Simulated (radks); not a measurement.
Values are calculated unless marked as measured or tabulated.
Task: Hf50+, 22 electrons, occupied as [Ar] 3d4. Level of theory: Dirac Kohn-Sham, PBE, spin-unpolarised, spherical densities, point nucleus; open shells are shared between the two j in proportion to 2j + 1 (a radial shooting solver on a logarithmic mesh with Libxc functionals). Some entries of the table are withheld. Estimate them.

orbital  occ.  eigenvalue (Ry)  r(max) (bohr)
1s1/2       2        -5024.930        0.01190
2s1/2       2        -1046.141            (1)
2p1/2       2        -1011.071        0.05077
2p3/2       4        -922.4747        0.05734
3s1/2       2              (2)         0.1866
3p1/2       2        -374.5349         0.1742
3p3/2       4        -353.0112         0.1865
3d3/2     1.6        -331.5244         0.1444
3d5/2     2.4        -326.5827         0.1477

Result: 
(1) 2s1/2 r(max) (bohr): 0.06806
(2) 3s1/2 eigenvalue (Ry): -388.6860
